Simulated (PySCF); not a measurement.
Ionisation energy of Sc by level of theory

Sc [Ar] 3d1 4s2 (2D) → Sc⁺ [Ar] 3d1 4s1 (3D), as a difference of total energies. Calculation: PySCF 2.14, in 6-31G* (5s4p2d1f, 34 functions); no relativity, point nucleus. Correlated levels: valence: [Ar] frozen. The calculations carry no spin-orbit coupling.

| method | ionisation energy (eV) |
| --- | --- |
| UHF | 5.356 |
| BP86 | 6.558 |
| MN15 | 6.669 |
| MP2 (valence) | 5.881 |
| SCS-MP2 (valence) | 5.987 |

How much does correlation contribute at MP2 (valence)?

5.881 − (5.356) = 0.525 eV, measured against UHF.

These non-relativistic numbers lack the scalar-relativistic shift.

Errors of the correlated levels include the incompleteness of this basis and the frozen core.

MP2 underrates the near-degeneracy of ns² with np² in the lower species.

For comparison: 6.562 eV (measured; NIST levels, between the centres of gravity of the two terms).
